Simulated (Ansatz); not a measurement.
Reaction (formal exchange of groups at a Ge–Cl bond): `[Cl][Ge][Cl]` + CH₄ → `[CH3][Ge][Cl]` + HCl

Computed with Ansatz on PBE0-D4/def2-TZVP structures; ΔE is electronic, products minus reactants. CCSD(T)/CBS adds triple-zeta CCSD(T) − MP2 to the extrapolated MP2 energy (def2 sets, frozen cores). This one scheme is used for every species. DFT in def2-TZVPP. For Ge outer-core shells are correlated without core-valence functions, which leaves a few kJ/mol of doubt a bond. Scalar relativity is left out up to krypton.

CCSD(T)/CBS gives +1.45 eV.

(1) Another level gave +1.65 eV. Which?
A. PBE0-D4/def2-TZVPP
B. RPA@PBE/def2-TZVPP
C. BLYP/def2-TZVPP
D. LC-ωPBE/def2-TZVPP

Largest T1 diagnostic among the species: 0.013.

Answers

(1) C. BLYP 1.65, PBE0-D4 1.52, RPA@PBE/def2-TZVPP 1.38, LC-ωPBE 1.43 eV.

From BLYP to BHLYP (50 % exact exchange), in def2-TZVPP and without D4, ΔE moves by −0.08 eV. In def2-TZVPP, CCSD(T) changes the Hartree–Fock value by −0.13 eV (the triples alone add +0.01 eV) and MP2 by −0.09 eV.
